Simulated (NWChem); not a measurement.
System: WHSO₂Cl; SMILES [O]=[W](=[O])([SH])[Cl]

Input file for NWChem:

```
start job
memory heap 200 mb stack 900 mb global 1100 mb
geometry units angstroms noautoz
  W      0.212497    -0.013702     0.001330
  O      1.217676    -0.046905    -1.365458
  O      1.187977     0.053528     1.386043
  Cl    -1.166603     1.798969    -0.093574
  S     -0.904088    -2.061182     0.130994
  H     -1.059783    -2.177631    -1.210112
end
basis spherical
  * library def2-svp
end
ecp
  W library def2-ecp
end
dft
  xc xcamb88 1.00 lyp 0.81 vwn_5 0.19 hfexch 1.00
  cam 0.33 cam_alpha 0.19 cam_beta 0.46
  iterations 150
  mulliken
end
task dft energy
```

NWChem printed, in part:

```
             Northwest Computational Chemistry Package (NWChem) 7.3.0
             --------------------------------------------------------

 C1  symmetry detected

                             Geometry "geometry" -> ""
                             -------------------------

 Output coordinates in angstroms (scale by  1.889725989 to convert to a.u.)

  No.       Tag          Charge          X              Y              Z
 ---- ---------------- ---------- -------------- -------------- --------------
    1 W                   74.0000     0.21758188     0.01045190     0.00473964
    2 O                    8.0000     1.21095701    -0.04720400    -1.36984333
    3 O                    8.0000     1.19944389    -0.08325582     1.38339009
    4 Cl                  17.0000    -0.98662558     1.94605061     0.01120444
    5 S                   16.0000    -1.08479511    -1.92817121     0.04084708
    6 H                    1.0000    -1.25490968    -1.96188330    -1.30313623

 Effective nuclear repulsion energy (a.u.)    1089.4878192111

                                 NWChem DFT Module
                                 -----------------

 Summary of "ao basis" -> "ao basis" (spherical)
 ------------------------------------------------------------------------------
       Tag                 Description            Shells   Functions and Types
 ---------------- ------------------------------  ------  ---------------------
 W                          def2-svp                12       32   6s3p2d1f
 O                          def2-svp                 6       14   3s2p1d
 Cl                         def2-svp                 8       18   4s3p1d
 S                          def2-svp                 8       18   4s3p1d
 H                          def2-svp                 3        5   2s1p

            General Information
            -------------------
          SCF calculation type: DFT
          Wavefunction type:  closed shell.
          No. of atoms     :     6
          No. of electrons :    64
           Alpha electrons :    32
            Beta electrons :    32
          Charge           :     0
          Spin multiplicity:     1
          Use of symmetry is: off; symmetry adaption is: off
          Maximum number of iterations: 150
          AO basis - number of functions:   101
                     number of shells:    43
          Convergence on energy requested:  1.00D-06
          Convergence on density requested:  1.00D-05
          Convergence on gradient requested:  5.00D-04

              XC Information
              --------------
                     Hartree-Fock (Exact) Exchange  1.000
                   CAM-Becke88 Exchange Functional  1.000
                      VWN V Correlation Functional  0.190 local
              Lee-Yang-Parr Correlation Functional  0.810

           Range-Separation Parameters
           ---------------------------
           Alpha           :  0.19
           Beta            :  0.46
           Gamma           :  0.33
           Short-Range HF  :     F

             Grid Information
             ----------------
          Grid used for XC integration:  medium
          Radial quadrature: Mura-Knowles
          Angular quadrature: Lebedev.
          Tag              B.-S. Rad. Rad. Pts. Rad. Cut. Ang. Pts.
          ---              ---------- --------- --------- ---------
          W                   1.35      123           9.0       590
          O                   0.60       49          11.0       434
          Cl                  1.00       88          11.0       590
          S                   1.00       88          10.0       590
          H                   0.35       45          11.0       434
          Grid pruning is: on
          Number of quadrature shells:   442
          Spatial weights used:  Erf1

      Superposition of Atomic Density Guess
      -------------------------------------

 Sum of atomic energies:       -1079.72904089

      Non-variational initial energy
      ------------------------------

 Total energy =   -1073.054579
 1-e energy   =   -2149.038716
 2-e energy   =     751.683727
 HOMO         =      -0.338475
 LUMO         =      -0.004626

     ---------------------------------------------
      Total Density - Mulliken Population Analysis
     ---------------------------------------------

    Atom       Charge   Shell Charges
 -----------   ------   -------------------------------------------------------
    1 W   14    11.16   0.04 -0.35  1.80  0.54  0.43  0.07  5.49  0.59  0.15  1.90  0.37  0.15
    2 O    8     9.05   1.99  1.16  0.74  3.18  1.98  0.01
    3 O    8     9.04   1.99  1.16  0.74  3.17  1.98  0.01
    4 Cl  17    17.46   2.00  1.99  1.22  0.73  5.94  2.17  3.39  0.01
    5 S   16    16.52   2.00  1.99  1.20  0.65  5.94  1.82  2.90  0.02
    6 H    1     0.76   0.56  0.17  0.03

   convergence    iter        energy       DeltaE   RMS-Dens  Diis-err
 ---------------- ----- ----------------- --------- --------- ---------
 d= 0,ls=0.0,diis     1  -1075.7211666501 -1.40D+03  4.57D-02  4.38D+00
 d= 0,ls=0.0,diis     2  -1071.0948441248  4.63D+00  3.38D-02  4.93D+01
 d= 0,ls=0.0,diis     3  -1076.2291658146 -5.13D+00  5.19D-03  1.69D-01
 d= 0,ls=0.0,diis     4  -1076.2397219072 -1.06D-02  2.16D-03  1.01D-01
 d= 0,ls=0.0,diis     5  -1076.2516081641 -1.19D-02  4.43D-04  3.53D-03
  Resetting Diis
 d= 0,ls=0.0,diis     6  -1076.2517020805 -9.39D-05  2.57D-04  2.91D-03
 d= 0,ls=0.0,diis     7  -1076.2519816139 -2.80D-04  1.33D-04  8.35D-05
 d= 0,ls=0.0,diis     8  -1076.2519577150  2.39D-05  9.18D-05  3.57D-04
 d= 0,ls=0.0,diis     9  -1076.2519904976 -3.28D-05  1.89D-05  6.42D-06
 d= 0,ls=0.0,diis    10  -1076.2519912752 -7.78D-07  8.17D-06  2.02D-07

         Total DFT energy =    -1076.251991275224
      One electron energy =    -2150.827411320678
           Coulomb energy =      829.190482022869
    Exchange-Corr. energy =      -78.915472506883
 Nuclear repulsion energy =      324.300410529468

 Numeric. integr. density =       64.000000183203

                       DFT Final Molecular Orbital Analysis
                       ------------------------------------

 Vector   30  Occ=2.000000D+00  E=-4.132477D-01
              MO Center= -5.2D-01, -2.9D-01,  3.2D-01, r^2= 5.2D+00
   Bfn.  Coefficient  Atom+Function         Bfn.  Coefficient  Atom+Function
  ----- ------------  ---------------      ----- ------------  ---------------
    73      0.319482  4 Cl pz                90      0.296580  5 S  py
    51     -0.274457  3 O  py                70      0.243816  4 Cl pz
    89      0.230308  5 S  px                87      0.209468  5 S  py
    54     -0.200928  3 O  py                 8      0.173008  1 W  py
    86      0.162676  5 S  px                71     -0.154880  4 Cl px

 Vector   31  Occ=2.000000D+00  E=-4.037240D-01
              MO Center=  9.2D-01,  1.3D-01, -8.2D-03, r^2= 3.2D+00
   Bfn.  Coefficient  Atom+Function         Bfn.  Coefficient  Atom+Function
  ----- ------------  ---------------      ----- ------------  ---------------
    50     -0.400709  3 O  px                36      0.396337  2 O  px
    53     -0.286616  3 O  px                39      0.284174  2 O  px
    73     -0.225141  4 Cl pz                70     -0.166331  4 Cl pz
    38      0.153590  2 O  pz                52      0.147213  3 O  pz
     9     -0.119846  1 W  pz                41      0.108383  2 O  pz

 Vector   32  Occ=2.000000D+00  E=-3.665632D-01
              MO Center= -8.1D-01, -1.4D+00, -7.9D-03, r^2= 3.2D+00
   Bfn.  Coefficient  Atom+Function         Bfn.  Coefficient  Atom+Function
  ----- ------------  ---------------      ----- ------------  ---------------
    89      0.434982  5 S  px                90     -0.353111  5 S  py
    86      0.333516  5 S  px                87     -0.246213  5 S  py
    71     -0.187999  4 Cl px                83      0.187419  5 S  px
    84     -0.140301  5 S  py                37      0.130579  2 O  py
    68     -0.125236  4 Cl px                51      0.111465  3 O  py

 Vector   33  Occ=0.000000D+00  E=-6.818303D-02
              MO Center= -7.9D-02, -8.1D-02,  3.7D-03, r^2= 3.0D+00
   Bfn.  Coefficient  Atom+Function         Bfn.  Coefficient  Atom+Function
  ----- ------------  ---------------      ----- ------------  ---------------
    20      0.779518  1 W  d  2              89      0.373075  5 S  px
    71      0.308811  4 Cl px                25      0.259032  1 W  d  2
     7      0.174024  1 W  px                 5     -0.171724  1 W  s
    86      0.171910  5 S  px                52      0.163185  3 O  pz
    38     -0.161218  2 O  pz                55      0.159883  3 O  pz

 Vector   34  Occ=0.000000D+00  E=-4.743453D-02
              MO Center=  3.1D-01, -1.6D-01,  3.7D-02, r^2= 2.5D+00
   Bfn.  Coefficient  Atom+Function         Bfn.  Coefficient  Atom+Function
  ----- ------------  ---------------      ----- ------------  ---------------
    17      0.792868  1 W  d -1              51     -0.306313  3 O  py
    98     -0.303129  6 H  s                 54     -0.288178  3 O  py
    37      0.252302  2 O  py                40      0.240375  2 O  py
    82      0.187151  5 S  s                 22      0.150309  1 W  d -1
    97     -0.141859  6 H  s                 73     -0.118075  4 Cl pz

 Vector   35  Occ=0.000000D+00  E=-2.479281D-02
              MO Center=  1.8D-01, -8.3D-02, -6.3D-02, r^2= 2.9D+00
   Bfn.  Coefficient  Atom+Function         Bfn.  Coefficient  Atom+Function
  ----- ------------  ---------------      ----- ------------  ---------------
    16      0.826758  1 W  d -2              90     -0.386180  5 S  py
    82     -0.332069  5 S  s                 72     -0.291485  4 Cl py
    21      0.289883  1 W  d -2              37     -0.249598  2 O  py
    40     -0.240195  2 O  py                64      0.237451  4 Cl s
    51     -0.183225  3 O  py                54     -0.172782  3 O  py

     ---------------------------------------------
      Total Density - Mulliken Population Analysis
     ---------------------------------------------

    Atom       Charge   Shell Charges
 -----------   ------   -------------------------------------------------------
    1 W   14    13.08   0.04 -0.36  1.89  0.47  0.50 -0.02  5.60  0.56  0.24  3.39  0.57  0.20
    2 O    8     8.30   1.99  1.12  0.77  2.77  1.64  0.01
    3 O    8     8.29   1.99  1.12  0.77  2.77  1.63  0.01
    4 Cl  17    17.22   2.00  1.98  1.26  0.70  5.93  2.17  3.16  0.02
    5 S   16    16.23   2.00  1.98  1.25  0.62  5.93  1.84  2.56  0.05
    6 H    1     0.87   0.69  0.15  0.03

     -------------------------------------------
      Total Density - Lowdin Population Analysis
     -------------------------------------------

    Atom       Charge   Shell Charges
 -----------   ------   -------------------------------------------------------
    1 W   14    14.11   0.00  0.04  1.09  0.79  0.39  0.18  4.95  1.30  0.55  3.11  1.36  0.34
    2 O    8     8.12   1.98  0.97  0.70  2.64  1.82  0.02
    3 O    8     8.11   1.98  0.97  0.70  2.64  1.81  0.02
    4 Cl  17    16.88   2.00  1.96  1.02  0.75  5.82  2.27  3.04  0.02
    5 S   16    15.82   2.00  1.95  0.96  0.64  5.81  1.91  2.49  0.06
    6 H    1     0.96   0.60  0.29  0.08

     Multipole analysis of the density
     ---------------------------------

     L   x y z        total         alpha         beta         nuclear
     -   - - -        -----         -----         ----         -------
     0   0 0 0     -0.000000    -32.000000    -32.000000     64.000000

     1   1 0 0     -0.910388     11.879910     11.879910    -24.670208
     1   0 1 0     -0.291466      0.446804      0.446804     -1.185074
     1   0 0 1     -0.378879      0.079259      0.079259     -0.537397

     2   2 0 0    -47.433966   -132.375617   -132.375617    217.317269
     2   1 1 0      1.447888     -2.961355     -2.961355      7.370598
     2   1 0 1      1.357923     -0.672108     -0.672108      2.702138
     2   0 2 0    -44.744366   -250.545733   -250.545733    456.347099
     2   0 1 1      1.821269     -1.345745     -1.345745      4.512759
     2   0 0 2    -46.508136    -80.478980    -80.478980    114.449824
```

Level: CAM-B3LYP/def2-SVP with def2 effective core potentials on W. Geometry: optimised at PBE0/def2-SVP. def2 effective core potentials on W; no spin-orbit coupling.
